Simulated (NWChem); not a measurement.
Lowest excitation of HfO$_{2}$

```
Hf
O 1 1.7984
O 1 1.7984 2 105.56
```
Charge 0, spin multiplicity 1.

Program: NWChem. The geometry was optimised at PBE/def2-SVP with def2 effective core potentials on Hf, a minimum by its harmonic frequencies.

Basis set: def2-SVPD.

Effective core potentials replace the inner electrons of Hf; spin-orbit coupling is left out. The correlated methods keep 2 core orbitals frozen. B3LYP has NWChem's definition, with VWN1-RPA local correlation. The structure started from a generated list of species. No row is a measurement; the coupled-cluster row has its own basis-set and correlation limits.

### Question
Order these methods by the lowest vertical singlet excitation energy they give, lowest first: TD-LDA (SVWN5), CIS, TD-B3LYP, EOM-CCSD.

### Answer
TD-LDA (SVWN5) (1.23 eV), EOM-CCSD (1.42 eV), TD-B3LYP (1.61 eV), CIS (3.65 eV)
